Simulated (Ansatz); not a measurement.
NbSeF3. Total charge 0; triplet. Geometry r2SCAN-D4/def2-SVP, that of the neutral singlet; atoms count from 1.

```xyz
5

Nb    0.070    0.042   -0.069
Se   -1.428   -0.850    1.395
F    -0.415   -0.473   -1.782
F     1.754   -0.606    0.357
F     0.018    1.887    0.099
```

In the def2 sets Nb takes a core potential; there is no spin–orbit coupling. At PBE0-D4/def2-TZVP a singlet of charge 0 lies 2.72 eV below the triplet at the same geometry.

(1) Estimate the Mulliken populations from the PBE0/def2-TZVP orbitals of Ansatz.

(2) Where does the spin sit?

(3) And the Mayer bond orders between bonded heavy atoms (over 0.3)?

Results:

(1) 
```tsv
atom	charge (e)	spin (α − β)	d electrons
Nb1	1.60	0.91	2.89
Se2	-0.27	1.02	–
F3	-0.44	0.03	–
F4	-0.44	0.03	–
F5	-0.45	0.01	–
```
Mulliken values and Mayer orders depend strongly on the basis.

(2) Summed by element: Nb 0.91, Se 1.02, F 0.07, of 2 unpaired in all. Largest on single atoms: Se2 1.02, Nb1 0.91, F4 0.03.

(3) Nb1–Se2 1.24 (2.28 Å); Nb1–F3 0.89 (1.85 Å); Nb1–F4 0.89 (1.85 Å); Nb1–F5 0.88 (1.85 Å).
